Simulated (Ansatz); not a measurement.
Cost and result up the ladder for the cluster Zn3SeF4 (8 atoms). The state is a singlet with charge 0. Geometry: r2SCAN-D4/def2-SVP.

Cartesian coordinates in Å:
```
Zn -1.0558 1.2965 0.6410
Zn 0.1445 -0.4320 -2.0896
Zn 0.5610 -1.1461 1.2426
Se -1.2632 -0.9225 -0.3790
F 1.2038 -0.0728 -3.4101
F -1.6504 2.9293 0.4143
F 1.8117 -2.2894 1.6893
F 0.2483 0.6369 1.8915
```

Ansatz on 4 threads of Intel Xeon 6975P-C on a shared host. Times are rough, and most runs start from the orbitals of an earlier one. ωB97X-V/def2-TZVP serves as the yardstick here, not as an exact answer. Binding counts from free atoms at the same level (Zn singlet, Se triplet, F doublet; other spins of the atoms weren't run), without zero-point energy or a counterpoise term.

Correlated methods freeze 40 core orbitals; core or outer-core shells of Se are correlated, in sets that lack core-valence functions. Another isomer (singlet) lies 0.13 eV lower at PBE0-D4/def2-TZVP; other spin states weren't run for this one.

Correlated methods converge slowly with the basis.

```tsv
level	functions	wall time
revPBE-D4/def2-TZVP	316	2.7 s
PBE-D4/def2-TZVP (with forces)	316	3.4 s
r2SCAN-D4/def2-TZVP	316	5.5 s
PBE0-D4/def2-TZVP	316	9 s
MP2/def2-TZVP	316	9.5 s
ωB97X-V/def2-TZVP	316	14 s
```

(1) Estimate what each level gives for the binding energy per atom (eV).

Results:

(1) 
```
                         level  binding energy per atom (eV)  difference from ωB97X-V/def2-TZVP (eV)
           revPBE-D4/def2-TZVP                          2.67                                   -0.15
PBE-D4/def2-TZVP (with forces)                          2.82                                    0.00
           r2SCAN-D4/def2-TZVP                          2.84                                    0.02
             PBE0-D4/def2-TZVP                          2.72                                   -0.09
                 MP2/def2-TZVP                          2.93                                    0.12
             ωB97X-V/def2-TZVP                          2.81                                    0.00
```
